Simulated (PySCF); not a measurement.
A GIAO shielding run with PySCF 2.14 (density fitting, non-relativistic, gas phase) on SMILES C[CH2][Al-]([CH2]C)([CH2]C)[CH2]C, [C₈H₂₀Al]-:

```
{"job": {"kind": "nmr", "xc": "PBE0", "basis": "pcSseg-1"}, "charge": -1, "multiplicity": 1}
C      1.642017     2.489007    -0.205445
C      0.932923     1.597780     0.811924
Al    -0.002759    -0.022593     0.006056
C     -0.891776    -1.092055     1.495185
C     -1.701095    -2.297635     1.023430
C      1.363360    -1.185317    -0.960646
C      2.566104    -1.598332    -0.115908
C     -1.417118     0.597773    -1.322714
C     -2.520470     1.461089    -0.714947
H      2.152269     3.375943     0.225968
H      2.411380     1.926485    -0.764950
H      0.936515     2.872179    -0.964733
H      0.195339     2.199812     1.380006
H      1.662960     1.252608     1.571732
H     -1.544228    -0.416613     2.084718
H     -0.113012    -1.427350     2.209967
H     -1.071836    -3.007641     0.456662
H     -2.182725    -2.882885     1.834953
H     -2.509475    -1.994023     0.333850
H      0.853893    -2.092180    -1.345119
H      1.714053    -0.652656    -1.867694
H      3.122148    -0.716178     0.249607
H      2.252314    -2.152684     0.787270
H      3.304502    -2.241995    -0.638875
H     -1.869825    -0.288862    -1.810846
H     -0.923763     1.153793    -2.145334
H     -3.056965     0.921310     0.086362
H     -3.293285     1.805619    -1.434147
H     -2.105725     2.369615    -0.241990
```

Hardware: 1 thread of an Arm Neoverse V1, shared host. The job also computes population analyses, field gradients.

Question: How large is the calculation?

Answer: 82 electrons, 260 basis functions and 1365 auxiliary functions.

Question: How long does it take?

Answer: 66 s of wall time, with 12 SCF cycles and 4 response iterations. Times on a shared host scatter by some tens of per cent.

Question: And these other runs on the same molecule and hardware: GIAO shielding at PBE/pcSseg-1?

Answer: PBE/pcSseg-1: 260 functions, 86 s.
